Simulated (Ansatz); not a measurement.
The cluster B₄, relaxed as a singlet with RKS PBE-D4/def2-TZVP in Ansatz, starting from the GFN2-xTB geometry. Force threshold 0.02 eV/Å.

The restricted singlet is unstable towards broken spin symmetry in Hartree–Fock (as tested in another run); at PBE-D4/def2-TZVP this wasn't settled. Another isomer (singlet) lies 2.47 eV lower at PBE0-D4/def2-TZVP; other spin states weren't run for this one.

Start:

| atom | x (Å) | y (Å) | z (Å) |
| --- | --- | --- | --- |
| B1 | -0.289 | -0.032 | 0.213 |
| B2 | -1.741 | 0.510 | 0.420 |
| B3 | 1.134 | -0.710 | 0.216 |
| B4 | 0.895 | 0.232 | -0.849 |

```json
{"step": "1", "energy (eV)": "-2691.6696", "largest force component (eV/Å)": "2.979", "SCF passes": "23"}
{"step": "2", "energy (eV)": "-2691.8857", "largest force component (eV/Å)": "1.139", "SCF passes": "24"}
{"step": "3", "energy (eV)": "-2691.9422", "largest force component (eV/Å)": "0.585", "SCF passes": "30"}
{"step": "4", "energy (eV)": "-2691.9630", "largest force component (eV/Å)": "0.020", "SCF passes": "25"}
```

Force components are those of the run's own axes.

End:

```xyz
4

B    -0.246    0.062    0.073
B    -1.823    0.462    0.529
B     1.085   -0.744    0.288
B     0.985    0.219   -0.890
```

By distances, no bond broke or formed. The bond that changes most is B1–B2, from 1.56 to 1.69 Å (atoms count from 1).

No frequencies were taken in this run, so the end may be a saddle point.

It took 1.4 s on 4 threads of Arm Neoverse V2 on a shared host.
